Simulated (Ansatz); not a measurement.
Ansatz (a quantum-chemistry and plane-wave program) input (CCSD(T,full)/cc-pwCVTZ):
A basis named .json is the Basis Set Exchange file of that set.

Ansatz 0.2 input:
```yaml
crystal:
  periodic: [false, false, false]
  atoms:
    - {symbol: C, position_ang: [3.24006760, 0.13599827, -0.06355691]}
    - {symbol: C, position_ang: [1.90269707, -0.42678872, 0.40558890]}
    - {symbol: C, position_ang: [0.71582980, 0.29185486, -0.23822641]}
    - {symbol: C, position_ang: [-0.62961883, -0.28104514, 0.24745518]}
    - {symbol: C, position_ang: [-1.74751904, 0.45324202, -0.41922968]}
    - {symbol: O, position_ang: [-3.10284405, -0.12618422, 0.13506379]}
    - {symbol: H, position_ang: [3.35483581, 0.03543161, -1.14460053]}
    - {symbol: H, position_ang: [4.06838204, -0.39176903, 0.40865056]}
    - {symbol: H, position_ang: [3.33398185, 1.19427245, 0.18759025]}
    - {symbol: H, position_ang: [1.82551154, -0.34236717, 1.49330429]}
    - {symbol: H, position_ang: [1.84643344, -1.49376747, 0.17097681]}
    - {symbol: H, position_ang: [0.78196172, 0.20421545, -1.32653039]}
    - {symbol: H, position_ang: [0.76254538, 1.35862925, -0.00173037]}
    - {symbol: H, position_ang: [-0.70564547, -0.17524553, 1.33148346]}
    - {symbol: H, position_ang: [-0.67306013, -1.34651574, -0.00105063]}
    - {symbol: H, position_ang: [-1.80715886, 0.31422619, -1.49586046]}
    - {symbol: H, position_ang: [-1.83354116, 1.49839514, -0.13699471]}
    - {symbol: H, position_ang: [-3.11678443, -1.10139733, 0.14677807]}
    - {symbol: H, position_ang: [-3.90344902, 0.21579799, -0.30471309]}
basis:
  gaussian:
    orbitals: cc-pwCVTZ.json
total_charge: 1
magnetization: {spin_polarized: false}
correlation: {method: ccsd_t, frozen_orbitals: {C: 0, H: 0, O: 0}}
```

Output:

```
Functional definition: HF
integrals: 7.98 GiB planned
2513 factors; integrals over basis functions are off by at most 1.5e-3 eV
2.93 GiB of device memory are held for the factors and their scratch space
mean field: 3.13 GiB planned
mean field evaluation 1: about -7383.1933 eV, gradient 5.4e1 eV
mean field evaluation 2: about -7383.6823 eV, gradient 5.4e1 eV
mean field evaluation 4: about -7390.7371 eV, gradient 4.8e0 eV
mean field evaluation 8: about -7390.8211 eV, gradient 3.3e-1 eV
mean field evaluation 16: about -7383.1884 eV, gradient 5.4e1 eV
mean field -7390.82155197 eV, -271.6076823561 hartree, gradient 2.1e-6 eV, S^2 0.000000; 0 other end points of the search recorded, 0 dependent functions left out
reference -7390.82155197 eV, -271.6076823561 hartree; 25, 25 occupied and 415, 415 virtual orbitals, 2513 factors
second order -38.42785083 eV of doubles, -0.00000000 eV of singles
coupled cluster: 59.82 GiB planned
cycle   1  -39.50588902 eV  change    -1.1e0 eV  update   1.0e-1
cycle   2  -40.27917992 eV  change   -7.7e-1 eV  update   2.8e-2
cycle   3  -40.39531111 eV  change   -1.2e-1 eV  update   1.3e-2
cycle   4  -40.38846899 eV  change    6.8e-3 eV  update   3.0e-3
cycle   5  -40.38769958 eV  change    7.7e-4 eV  update   1.5e-3
cycle   6  -40.38869332 eV  change   -9.9e-4 eV  update   4.8e-4
cycle   7  -40.38864523 eV  change    4.8e-5 eV  update   2.1e-4
cycle   8  -40.38853531 eV  change    1.1e-4 eV  update   7.7e-5
cycle   9  -40.38851564 eV  change    2.0e-5 eV  update   3.0e-5
perturbative correction -1.29905405 eV, -0.0477393556 hartree
Total energy: -7432.50912165 eV, -273.1396722850 hartree
```

It need not be the lowest isomer of its formula.
